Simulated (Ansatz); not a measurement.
`[F][InH][SiH3]` + `CI` → `[F][InH][CH2]I` + SiH₄  (formal exchange of groups at the In–Si bond)

Program: Ansatz. Geometries: PBE0-D4/def2-TZVP. ΔE: electronic, gas phase. CCSD(T)/CBS is the MP2 limit (def2-TZVPP, def2-QZVPP) plus CCSD(T) − MP2 in def2-TZVPP, frozen cores. This one scheme is used for every species. DFT in def2-TZVPP. B3LYP here is the variant with VWN-RPA as its local correlation; programs differ in this. Elements past krypton have def2 core potentials. For I, In outer-core shells are correlated without core-valence functions, which leaves a few kJ/mol of doubt a bond. Each species was taken in one conformer, which may not be the lowest.

Question: Is it downhill or uphill in electronic energy at CCSD(T)/CBS, and by how much? (Estimate.)

Answer: The calculation gave: Uphill: ΔE = +40.0 kJ/mol.

Question: What do these levels give: LDA (SPW92), B3LYP-D4, PBE, BLYP, RPA@PBE/def2-TZVPP, CCSD(T)/def2-SVP? (An estimate is asked.)

Answer: Ansatz gave: LDA (SPW92) 55.1, B3LYP-D4 52.2, PBE 59.0, BLYP 56.6, RPA@PBE/def2-TZVPP 37.4, CCSD(T)/def2-SVP 46.5 kJ/mol.

Largest T1 diagnostic among the species: 0.016.

In def2-TZVPP, CCSD(T) changes the Hartree–Fock value by −11.7 kJ/mol (the triples alone add −3.1 kJ/mol) and MP2 by −17.5 kJ/mol. Leaving LDA and LC-ωPBE aside and taking each functional with its dispersion term where it has one, the values, not all of them listed here, spread over 8.6 kJ/mol, from B2PLYP to PBE0-D4. LDA lies −4.0 kJ/mol from PBE without D4.
